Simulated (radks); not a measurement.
Results of a calculation; reference values are marked as such.
Initial-state core-level shifts of the gadolinium ion Gd+ when its valence configuration changes from [Xe] 4f7 5d1 6s1. Code: a radial shooting solver on a logarithmic mesh with Libxc functionals. Model: scalar-relativistic Kohn-Sham, LDA (Slater exchange, Perdew-Wang correlation), spin-polarised, spherical densities, finite nucleus; open shells are filled with parallel spins first (spin-orbit coupling, left out, can overturn this in heavy ions); Fermi nuclear charge, rms radius 5.1569 fm. Shifts are changes of the shell-averaged eigenvalues in eV (positive: less bound); the change of the density at the nucleus, which sets a Mossbauer isomer shift, is in e/bohr^3, on a base of 6.555e+05.

valence                   3s       4d       5s       5p  density at nucleus
4f6 5d1 6s1 6p1      -13.199  -11.878   -7.451   -6.430              +46.00
4f5 5d1 6s1 6p2      -27.981  -24.818  -15.104  -13.001              +99.84
4f7 5d0.5 6s1 6p0.5   -1.747   -1.771   -1.776   -1.687               +3.26
4f6.5 5d1 6s1.5       -5.846   -5.254   -3.176   -2.695              +39.47
4f8 5d0.5 6p0.5       +7.677   +6.895   +3.797   +3.058              -62.76
4f7 5d1 6p1           -1.236   -1.245   -1.250   -1.225              -36.57
4f8 5d1               +9.113   +8.373   +5.369   +4.571              -63.24
4f7 6s1 6p1           -3.542   -3.588   -3.584   -3.395               +7.12
4f5.5 5d1.5 6s1 6p1  -18.408  -16.239   -9.361   -7.914              +66.97
